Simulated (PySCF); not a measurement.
Structure with atom numbers: `[CH3:1][O:2][c:3]1[cH:4][cH:5][c:6]([CH3:7])[c:8]([CH3:9])[p:10]1`. Hydrogens are named by the atom that carries them.

Computational details: GFN2-xTB geometry, shielding tensors at PBE0/pcSseg-1 (GIAO), in PySCF 2.14 (no relativistic terms, no solvent, equivalent nuclei averaged, one computed conformer).

Referencing at the same level of theory: ¹³C, ¹H against TMS; ¹⁷O vs H2O; H3PO4 for ³¹P.

| atoms | nucleus | count | Hirshfeld charge | δ (ppm) |
| --- | --- | --- | --- | --- |
| H(C7) | ¹H | 3 | 0.05 | 2.43 |
| C7 | ¹³C | 1 | -0.12 | 24.3 |
| H(C1) | ¹H | 3 | 0.04 | ? |
| C1 | ¹³C | 1 | -0.04 | 59.7 |
| H(C5) | ¹H | 1 | 0.05 | ? |
| C6 | ¹³C | 1 | 0.00 | 140.0 |
| H(C9) | ¹H | 3 | 0.04 | 2.72 |
| P10 | ³¹P | 1 | 0.04 | ? |
| H(C4) | ¹H | 1 | 0.05 | 7.51 |
| C5 | ¹³C | 1 | -0.05 | 139.3 |
| C9 | ¹³C | 1 | -0.12 | 27.1 |
| O2 | ¹⁷O | 1 | -0.10 | ? |
| C4 | ¹³C | 1 | -0.07 | ? |
| C8 | ¹³C | 1 | -0.05 | 172.6 |
| C3 | ¹³C | 1 | 0.02 | 204.1 |

Complete the table.

Results:


- C4: 126.0 ppm, aromatic CH; the aromatic region
- H(C5): 7.58 ppm, hydrogen on an aromatic CH; ring-current deshielding
- H(C1): 4.11 ppm, hydrogen on a methyl carbon bonded to O; its carbon carries O, which withdraws density
- O2: 152.2 ppm, ether oxygen
- P10: 145.0 ppm, phosphorus bonded to 2 C, in a 6-membered ring

Shifts are as computed. Against solution values, carbons near 30 ppm lie about +3 ppm off and those near 130 ppm about +5 ppm. Of 1211 compounds with measured shifts, 218 miss one by over three times the rms of a fit or turn the order of signals round; such compounds aren't used in these exercises. Experimental scales use liquid or dissolved standards, which lie at an offset from isolated H2O (liquid H2O: subtract about 36 ppm) and H3PO4.
